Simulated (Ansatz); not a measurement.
Computed with Ansatz on PBE0-D4/def2-TZVP structures; ΔE is electronic, products minus reactants. CBS: MP2 limit from def2 TZ/QZ plus the TZ coupled-cluster correction, frozen cores. This one scheme is used for every species. DFT in def2-TZVPP. HSE06 is defined as in plane-wave codes. One conformer a species, not always the lowest.

Reaction (redistribution): `[NH2][Al]([F])[SiH3]` + `CBF` → `[F][Al]([F])[SiH3]` + `CBN`

```tsv
level	ΔE (kcal/mol)
revPBE-D4	-19.4
r2SCAN-D4	-18.7
HSE06-D4	-19.0
CAM-B3LYP-D4	-19.0
BLYP	-19.2
PBE0	-19.1
r2SCAN0	-18.7
SCS-MP2/def2-TZVPP	-19.1
```

(1) What does CCSD(T)/CBS give? (An estimate is asked.)

Largest T1 diagnostic among the species: 0.014.

## Answers

(1) Ansatz gave: -19.5 kcal/mol. The listed levels differ from it by 0.1, 0.8, 0.5, 0.5, 0.3, 0.4, 0.8, 0.4 kcal/mol.

In def2-TZVPP, CCSD(T) changes the Hartree–Fock value by −1.7 kcal/mol (the triples alone add −0.1 kcal/mol) and MP2 by −2.4 kcal/mol. Leaving LDA and LC-ωPBE aside and taking each functional with its dispersion term where it has one, the values, not all of them listed here, spread over 1.1 kcal/mol, from revPBE-D4 to B97M-V.
